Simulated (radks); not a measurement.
The numbers below are computed, except where a source is named.
All-electron atom: P4+ in [Ne] 3s1 (the NIST ground configuration).

Code: a radial shooting solver on a logarithmic mesh with Libxc functionals. Model: non-relativistic Kohn-Sham, exchange-only B88, spin-polarised, spherical densities, point nucleus; open shells are filled with parallel spins first.

Energy parts (eV):
part                  energy
total              -9162.741
kinetic             9162.741
electron-nucleus  -21212.740
Hartree             3466.652
exchange            -579.395

Orbitals (lengths in bohr, moments of r in powers of bohr; r(90%) holds 90 % of the orbital's charge):
\begin{tabular}{lrrrr}
orbital & occ. & eigenvalue (eV) & r(90%) & <r> \\ \hline
1s up & 1 & -2136.399 & 0.186 & 0.1040 \\
1s down & 1 & -2136.163 & 0.186 & 0.1040 \\
2s up & 1 & -227.7845 & 0.816 & 0.5199 \\
2s down & 1 & -227.3881 & 0.814 & 0.5190 \\
2p up & 3 & -179.6102 & 0.806 & 0.4824 \\
2p down & 3 & -179.2101 & 0.802 & 0.4809 \\
3s up & 1 & -59.0178 & 2.35 & 1.600 \\
\end{tabular}

The highest occupied level is 3s up at -59.018 eV. The density falls to 0.001 e/bohr^3 at r = 2.76 bohr. The spin density at the nucleus is 10.08 e/bohr^3 (1s 0.14, 2s -0.11, 3s 10.05), a Fermi contact field of 528 T. Virial ratio -V/T = 2.00000.
